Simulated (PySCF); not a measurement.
Compound: C6H6O2S.
SMILES with atom numbers: `[CH3:1][O:2][C:3](=[O:4])[c:5]1[cH:6][cH:7][cH:8][s:9]1`

Definitions: NICS(0) = −σiso at the ring centroid; NICS(1) = −σiso and NICS(1)zz = −σzz at ±1 Å along the ring normal z. Level: GIAO PBE0/pcSseg-1 (PySCF, non-relativistic, gas phase) on the GFN2-xTB geometry, one conformer.

Ring bond lengths (Å), with Mayer bond orders in brackets: C5–C6 1.371 (1.50), C6–C7 1.405 (1.30), C7–C8 1.363 (1.54), C8–S9 1.713 (1.19), S9–C5 1.730 (1.14).

Task: What do the NICS probes read (ppm)?

Result: 
```json
{"ring": "C5–C6–C7–C8–S9", "type": "5-membered ring with S; formal bonds all aromatic", "NICS(0)": "-12.2", "NICS(1), two faces": "-11.3 / -11.3", "NICS(1)zz, two faces": "-26.0 / -26.0", "rms pucker (Å)": "0.00", "centre to ring atoms, mean (Å)": "1.28"}
```

Task: What do they say, and how far can they be read as aromaticity?

Result: 
- C5–C6–C7–C8–S9: mean NICS(1)zz -26.0 ppm, shielded. The ring is flat and has no four-coordinate atom; by the NICS criterion it is aromatic.

Task: What does the geometric index give? HOMA = 1 − mean of α(R − Ropt)² over the ring bonds, with Krygowski's 1993 parameters (CC: Ropt 1.388 Å, α 257.7 Å⁻²; CS: Ropt 1.677 Å, α 94.09 Å⁻²).

Result: 
- C5–C6–C7–C8–S9: HOMA 0.86; the largest term is that of S9–C5, α(R − Ropt)² = 0.26. The geometric and the magnetic index point the same way.

Task: What is the mean of the two in-plane components of NICS at the second NICS(1) probe listed for ring C5–C6–C7–C8–S9, 1 Å off the ring?

Result: The isotropic value is a third of the trace: (3 × -11.3 − (-26.0))/2 = -4.0 ppm.

The values belong to the conformer `[CH3:1][O:2][C:3](=[O:4])[c:5]1[cH:6][cH:7][cH:8][s:9]1`: C1–O2–C3–O4 1°, O2–C3–C5–C6 180°.
